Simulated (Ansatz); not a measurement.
```xyz
12

C    -1.3176   -1.1871    1.3912
C     0.0074   -1.1121    1.2715
Ga    0.8219    0.0462   -0.0742
O     2.6128    0.1078   -0.1912
Si   -0.3173    1.4538   -1.6539
H    -1.8043   -1.8214    2.1292
H    -1.9867   -0.6141    0.7529
H     0.6140   -1.7155    1.9459
H     3.0704   -0.4532    0.4385
H     0.0297    1.0644   -3.0477
H    -1.7959    1.3529   -1.5054
H     0.0655    2.8783   -1.4567
```

Charge 0, multiplicity 1.

Problem. List the PBE/def2-TZVPP orbital energies in eV (Ansatz). (Estimate.)

Solution. Ansatz gave: Occupied: -10093.43, -1779.44, -1233.33, -1093.06, -1092.95, -1092.93, -509.78, -269.34, -269.07, -143.15, -137.22, -97.78, -97.50, -97.47, -93.95, -93.94, -93.94, -24.08, -19.87, -19.69, -19.67, -19.63, -19.47, -18.78, -14.06, -13.27, -11.74, -11.38, -10.13, -8.80, -8.46, -8.40, -7.36, -7.29, -6.96, -6.42. Lowest empty: -2.37, -0.86, -0.64, -0.36, 0.60, 0.70, 1.07, 1.15.
